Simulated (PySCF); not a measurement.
**Al⁻ (aluminium, charge -1) across methods**

[Ne] 3s2 3p2, high-spin 3P determinant. Computed with PySCF 2.14 in aug-cc-pwCVTZ (8s7p5d3f, 75 functions), with no relativity, point nucleus.

| method | E (hartree) | mean ε 3s α (eV) | mean ε 3s β (eV) | mean ε 3p α (eV) | Σ⟨r²⟩ (bohr²) | ⟨S²⟩ |
| --- | --- | --- | --- | --- | --- | --- |
| LDA | -241.3437 | -3.247 | -2.432 | 1.254 | 80.50 | 2.001 |
| wB97M-V | -242.3662 | -6.324 | -5.279 | -0.426 | 78.44 | 2.004 |
| PBE | -242.2549 | -3.062 | -2.191 | 1.317 | 78.09 | 2.004 |
| UHF | -241.87984 | -6.847 | -4.492 | -0.606 | 73.54 | 2.018 |
| TPSSh | -242.3975 | -3.502 | -2.258 | 1.161 | 72.77 | 2.006 |
| PBEsol | -241.7674 | -3.070 | -2.201 | 1.323 | 78.44 | 2.003 |
| r2SCAN | -242.3588 | -3.221 | -2.179 | 1.216 | 75.07 | 2.010 |
| B97-3 | -242.3552 | -4.145 | -2.964 | 0.903 | 74.79 | 2.005 |

Problem. Estimate the same row for PBE0.

Solution. E (hartree) = -242.2739; mean ε 3s α (eV) = -4.086; mean ε 3s β (eV) = -2.903; mean ε 3p α (eV) = 0.808; Σ⟨r²⟩ (bohr²) = 74.23; ⟨S²⟩ = 2.006.

The highest occupied level is positive at LDA, PBE, TPSSh, PBEsol, r2SCAN, B97-3, PBE0: only the finite basis holds that electron, which in a density functional comes from self-interaction.
